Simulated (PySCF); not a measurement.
Input of a run (PBE0-D3(BJ)/def2-SVP geometry optimisation, gas phase (PySCF 2.14.0)), started from GFN2-xTB:
```
{"job": {"xc": "PBE0", "basis": "def2-SVP", "d3": "d3bj", "grid": 1, "shake": 0.01, "kind": "geom"}, "charge": 0, "multiplicity": 1}
C      2.146230    -1.696190    -0.047220
C      1.432150    -0.698620    -0.138110
C      0.585200     0.463920    -0.225690
C      0.058890     1.060000     1.057910
C     -0.832240     0.342410     0.100150
C     -2.019830    -0.089260    -0.204480
F     -2.241300    -0.786150    -1.339010
H      2.749640    -2.517050     0.003420
H      0.883210     1.157720    -0.991110
H     -0.061350     2.130570     1.145770
H      0.250070     0.565950     2.006260
H     -2.910980     0.038420     0.387790
```

Output (energies in Eh, forces in Eh/bohr):
```
step   0  E = -330.72123065  max force = 0.072435
step   1  E = -330.72618928  max force = 0.010087
step   2  E = -330.72693139  max force = 0.005581
step   3  E = -330.72720991  max force = 0.007502
step   4  E = -330.72781789  max force = 0.003270
step   5  E = -330.72789327  max force = 0.001152
step   6  E = -330.72791793  max force = 0.000729
step   7  E = -330.72792108  max force = 0.000298
optimisation converged
```

Problem. Summarise the run.

Solution. The energy falls by 4.2 kcal/mol over 8 energy and gradient evaluations, the largest force component goes from 0.0724 to 3.0e-04 Eh/bohr, and the atoms move by 0.035 Å rms after alignment. The bond that changes most is C1–H8 (terminal alkyne carbon to alkyne hydrogen), which lengthens by 0.054 Å. Bonds longer at the end by more than 0.005 Å: 8 of 12; shorter: 3. Among the angles that change most is C3–C4–H11, from 120.1° to 116.8°. The energy never rose by more than 1e-6 Eh on the way. The first step brought 74 % of the lowering.

Problem. What are the final bond lengths?

Solution. C1≡C2 1.211 Å, C2–C3 1.441 Å, C3–C4 1.537 Å, C4–C5 1.455 Å, C5=C6 1.317 Å, C6–F7 1.329 Å, C3–C5 1.472 Å, C1–H8 1.074 Å, C3–H9 1.098 Å, C4–H10 1.095 Å, C4–H11 1.095 Å, C6–H12 1.094 Å. Numbering counts from 1 in the input's order; the species is `C#C[C@@H]1C/C1=C/F`.

The run used 123 basis functions and 60 SCF cycles in all.

No PBE0-D3(BJ)/def2-SVP frequencies stand behind this structure, so it isn't proved a minimum.
